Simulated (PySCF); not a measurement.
**Excitation energy of Tl by level of theory**

Tl [Xe] 4f14 5d10 6s2 6p1 (2P) → Tl [Xe] 4f14 5d10 6s1 6p2 (4P), as a difference of total energies. Computed with PySCF 2.14 in def2-QZVPPD with the def2 core potential (60 electrons) (8s6p5d4f1g, 88 functions), with scalar relativity through the core potential. Correlated levels: valence: 5s2 5p6 5d10 frozen; valence and next inner shell: nothing frozen outside the core potential. The calculations carry no spin-orbit coupling.

```csv
method,excitation energy (eV)
UHF,4.300
LDA,6.479
PBE,6.217
PBE0,5.862
r2SCAN,5.863
r2SCANh,5.775
MP2 (valence),4.877
SCS-MP2 (valence),5.101
MP2 (valence and next inner shell),6.123
SCS-MP2 (valence and next inner shell),6.198
```

**Question.** How much does correlation contribute at MP2 (valence and next inner shell)?

**Answer.** 6.123 − (4.300) = 1.823 eV, measured against UHF.

Spin-orbit coupling is strong in these open shells (close to jj coupling). The scalar numbers leave it out and a first-order estimate fails, so it can dominate the gap to the real levels.
